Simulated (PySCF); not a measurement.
# GeH⁺: frontier orbitals

PBE0 at R = 1.598 Å; basis Ge cc-pVDZ-PP with ECP10, H cc-pVDZ; scalar-relativistic core potentials; PySCF 2.14. State: ³Π (triplet), unpaired electrons σ ↑, π ↑, a second solution, started from another occupation. Only the outer orbitals are listed, counted within each symmetry, core potentials removing the inner ones.

```tsv
spin	orbital	occ.	ε (eV)	on Ge (%)	main shells (%)
α	3σ	1	-42.53	100	100 Ge d
α	2π	1	-42.48	100	100 Ge d
α	1δ	1	-42.36	100	100 Ge d
α	1δ	1	-42.23	100	100 Ge d
α	2π	1	-42.21	100	100 Ge d
α	4σ	1	-23.17	78	75 Ge s, 22 H s
α	5σ	1	-17.20	62	38 Ge p, 38 H s, 22 Ge s
α	3π	1	-12.83	100	100 Ge p
α	3π	0	-10.54	100	100 Ge p
α	6σ	0	-6.22	70	60 Ge p, 29 H s, 8 Ge d
α	7σ	0	-0.43	90	58 Ge s, 21 Ge p, 11 Ge d
β	3σ	1	-42.40	100	100 Ge d
β	2π	1	-42.37	100	100 Ge d
β	1δ	1	-42.15	100	100 Ge d
β	2π	1	-41.97	100	100 Ge d
β	1δ	1	-41.96	100	100 Ge d
β	4σ	1	-20.96	85	80 Ge s, 15 H s
β	5σ	0	-12.53	66	45 Ge p, 34 H s, 19 Ge s
β	3π	0	-9.66	100	99 Ge p
β	3π	0	-8.66	100	99 Ge p
```

**Question.** Which are the highest filled and the lowest empty level, where do they sit, and how wide is the gap?

**Answer.** Highest filled α 3π at -12.83 eV (in %: 100 Ge p); lowest empty β 5σ at -12.53 eV (in %: 45 Ge p, 34 H s, 19 Ge s); the gap at PBE0 is 0.30 eV.

* bond order (Mayer): 0.72
* ⟨S²⟩: 2.007
* charge on Ge (Mulliken, basis-dependent): 0.77
* charge on Ge (Löwdin, basis-dependent): 0.82
* dipole moment (positive dipole points towards H; it is taken about the centre of mass and depends on that origin): 0.95 D

Spin–orbit coupling is left out.
